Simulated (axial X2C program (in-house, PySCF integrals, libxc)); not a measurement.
**Low determinants of SnBr at the PBE0 level, with spin–orbit coupling**

All values were computed with an in-house all-electron X2C program for linear molecules (integrals from PySCF). Two-component (2c) means X2C with spin–orbit coupling and atomic mean-field two-electron Coulomb and Gaunt terms. Basis: Sn dyall-cv3z [11s12p9d4f1g], Br dyall-cv3z [8s9p6d4f1g] (cores contracted in-house); Gaussian nuclei, density fitting, unrestricted open shells. Masses: Sn 119.902 u, Br 78.918 u.

Search at 2.540 Å (vertical energies from the lowest determinant):

```json
{"ΔE (eV)": "0.00", "state": "Ω = 1/2", "electrons beyond evenly filled partner blocks": "ω = 1/2", "electrons in ±ω = 1/2, 3/2, 5/2, 7/2": "55 24 6 0"}
{"ΔE (eV)": "0.32", "state": "Ω = 3/2", "electrons beyond evenly filled partner blocks": "ω = 3/2", "electrons in ±ω = 1/2, 3/2, 5/2, 7/2": "54 25 6 0"}
{"ΔE (eV)": "3.85", "state": "Ω = 1/2", "electrons beyond evenly filled partner blocks": "2 × ω = -1/2, ω = 3/2", "electrons in ±ω = 1/2, 3/2, 5/2, 7/2": "54 25 6 0"}
{"ΔE (eV)": "3.99", "state": "Ω = 5/2", "electrons beyond evenly filled partner blocks": "ω = -1/2, 2 × ω = 3/2", "electrons in ±ω = 1/2, 3/2, 5/2, 7/2": "55 24 6 0"}
{"ΔE (eV)": "4.34", "state": "Ω = 5/2", "electrons beyond evenly filled partner blocks": "2 × ω = 1/2, ω = 3/2", "electrons in ±ω = 1/2, 3/2, 5/2, 7/2": "54 25 6 0"}
{"ΔE (eV)": "4.46", "state": "Ω = 3/2", "electrons beyond evenly filled partner blocks": "ω = 3/2", "electrons in ±ω = 1/2, 3/2, 5/2, 7/2": "56 23 6 0"}
{"ΔE (eV)": "4.75", "state": "Ω = 7/2", "electrons beyond evenly filled partner blocks": "ω = 1/2, 2 × ω = 3/2", "electrons in ±ω = 1/2, 3/2, 5/2, 7/2": "55 24 6 0"}
```

Lowest determinant, Ω = 1/2 (⟨Sz⟩ = -0.50, ⟨Lz⟩ = 1.00 at PBE0): Re = 2.518 Å, ωe = 242.3 cm⁻¹.

The determinant in row 2 of the search, Ω = 3/2 (⟨Sz⟩ = 0.50, ⟨Lz⟩ = 1.00 at PBE0), was followed along the bond at PBE0; measured from the minimum of the lowest determinant it gives:

Te = 0.316 eV (2550 cm⁻¹), Re = 2.515 Å, ωe = 243.8 cm⁻¹.

Q: Compare the bond of the determinant in row 2 with that of the lowest one.

A: At PBE0 its Re is 0.003 Å shorter and its force constant, which goes as ωe², is 1.01 times that of the lowest determinant. T0 ≈ Te + Δωe/2 = 2550 + (1) = 2551 cm⁻¹.

The search compares states at one distance, so a state with another bond length can lie lower; it is not exhaustive and yields mostly the lowest determinant of each block pattern, so other components and higher states of one pattern are missing. These are energies of single determinants, not of spin-adapted states; PBE0 term energies can be off by some tenths of an eV, and the functional has no current term.
